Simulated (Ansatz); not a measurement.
C₄H₃S (SMILES [c-]1ccsc1), charge -1, singlet, geometry from GFN2-xTB (a gas-phase anion, which may not be bound at this level). Base run: PBE/STO-3G in Ansatz (a quantum-chemistry and plane-wave program).

The Ansatz input:
Ansatz 0.2 input:
```yaml
crystal:
  periodic: [false, false, false]
  atoms:
    - {symbol: S, position_ang: [-0.00537468, -0.04815724, 1.21841919]}
    - {symbol: C, position_ang: [0.01986202, 1.30772605, -0.16320033]}
    - {symbol: C, position_ang: [-0.01696070, -1.17565525, -0.08708173]}
    - {symbol: C, position_ang: [0.01720962, 0.81295480, -1.37105401]}
    - {symbol: C, position_ang: [-0.00405720, -0.62093181, -1.32562868]}
    - {symbol: H, position_ang: [0.03299419, 2.30566269, 0.24093354]}
    - {symbol: H, position_ang: [-0.03341327, -2.22952851, 0.16092592]}
    - {symbol: H, position_ang: [-0.00990838, -1.25018105, -2.21477794]}
basis:
  gaussian:
    orbitals: STO-3G
hamiltonian:
  xc: pbe
total_charge: -1
```

Variants of this job, named by their change:

```
change                                        ΔE vs base (eV)
--------------------------------------------  ---------------
base                                                     0.00
occupation = up:A':18 A'':4 down:A':18 A'':4             0.00
symmetry_tolerance_ang = 0.01                            0.00
occupation = up:A':17 A'':5 down:A':17 A'':5            10.48
occupation = up:A':19 A'':3 down:A':19 A'':3            16.21
```

A gas-phase anion may not be bound at this level; its values then depend on the basis.
